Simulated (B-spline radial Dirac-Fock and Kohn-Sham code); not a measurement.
## Electron momentum distribution of V¹⁵⁺: Compton profiles

System: V¹⁵⁺, configuration 1s2 2s2 2p4.

Calculated with a radial B-spline solver, using the impulse approximation on relativistic Hartree-Fock (Dirac-Fock) wave functions, averaged over the configuration. pz is in atomic units of momentum; subshell profiles are per electron, for a selection of subshells; open shells are spread over both j values by their weights.

```csv
pz,J total,J 1s1/2,J 2p1/2,J 2p3/2
0,0.6300,0.0375,0.0699,0.0704
0.3,0.6282,0.0375,0.0699,0.0704
0.4,0.6267,0.0375,0.0699,0.0704
0.5,0.6248,0.0375,0.0699,0.0704
0.6,0.6226,0.0374,0.0698,0.0704
0.8,0.6168,0.0374,0.0698,0.0704
1,0.6096,0.0373,0.0698,0.0703
1.2,0.6009,0.0372,0.0697,0.0702
1.4,0.5908,0.0371,0.0696,0.0701
1.6,0.5795,0.0369,0.0694,0.0699
1.8,0.5670,0.0368,0.0691,0.0696
2,0.5535,0.0366,0.0687,0.0692
2.5,0.5161,0.0361,0.0673,0.0678
3,0.4752,0.0356,0.0651,0.0655
4,0.3905,0.0341,0.0584,0.0586
5,0.3115,0.0324,0.0494,0.0495
7,0.1920,0.0284,0.0306,0.0304
10,0.09770,0.0218,0.0121,0.0119
15,0.03919,0.0125,0.00233,0.00225
20,0.01794,0.00665,0.000515,0.000486
30,0.004456,0.00185,4.27e-05,3.87e-05
40,0.001331,0.000576,6.19e-06,5.35e-06
60,0.0001909,8.49e-05,< 1e-6,< 1e-6
100,1.344e-05,6.06e-06,< 1e-6,< 1e-6
```

J(0) = 0.6300. The 2s1/2 subshell gives the largest part, 44 %.

Mean momentum ⟨p⟩ by subshell (a.u.): 1s1/2 19.4, 2s1/2 6.67, 2p1/2 8.95, 2p3/2 8.87.
